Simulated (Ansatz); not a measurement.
`C[NH][AlH][F]` + `[SiH3]S` → `[F][AlH][S][SiH3]` + CH₃NH₂ at 400 K and 1 bar (ligand exchange at the Al–N bond).

Isolated molecules relaxed with PBE0-D4/def2-TZVP in Ansatz; ΔE leaves out vibrations. CCSD(T)/CBS adds triple-zeta CCSD(T) − MP2 to the extrapolated MP2 energy (def2 sets, frozen cores). Each species was taken in one conformer, which may not be the lowest.

```
            species  CCSD(T)/CBS energy (Eh)  H − E (kJ/mol)  S (J/(mol·K))
    `C[NH][AlH][F]`               -437.67416           195.7          345.4
          `[SiH3]S`               -689.27336           109.8          293.0
`[F][AlH][S][SiH3]`              -1031.20495           129.1          389.4
             CH₃NH₂                -95.75281           185.4          256.0
```

H − E and S are ideal-gas, rigid-rotor, harmonic terms from PBE0-D4/def2-TZVP, for one conformer and one mirror image of each species. 1 Eh = 2625.50 kJ/mol, R = 8.31446 J/(mol·K).

Q: By hand: ΔE, ΔH, ΔS and ΔG.

A: ΔE = (-1031.20495) + (-95.75281) − (-437.67416) − (-689.27336) = -0.01024 Eh = -26.9 kJ/mol. Δ(H − E) = 129.1 + 185.4 − 195.7 − 109.8 = 9.0, so ΔH = -17.9 kJ/mol. ΔS = 389.4 + 256.0 − 345.4 − 293.0 = 7.0 J/(mol·K). ΔG = -17.9 − 400 × (7.0)/1000 = -20.7 kJ/mol.

Q: By hand: the equilibrium constant, and the temperature at which ΔG would vanish if ΔH and ΔS stayed fixed.

A: log₁₀ K = −ΔG/(RT ln 10) = 2.7. ΔH and −TΔS have one sign here, so there is no such temperature.

The number of gas molecules stays the same, so ΔS is small and ΔH decides. A doubt of 5 kJ/mol in ΔE shifts log₁₀ K by 0.7 here. Other conformers and mirror images would add mixing entropy, several J/(mol·K) or more a flexible species. Modes under 60 cm⁻¹, often nearly free rotors, make the harmonic entropy too high. These are equilibria of isolated gas molecules and say nothing of rates. Largest T1 diagnostic: 0.012 (customary marks: 0.02 for closed shells, 0.045 for open ones).

ΔS is within the doubt of such terms, so its sign, and with it that verdict, could turn.
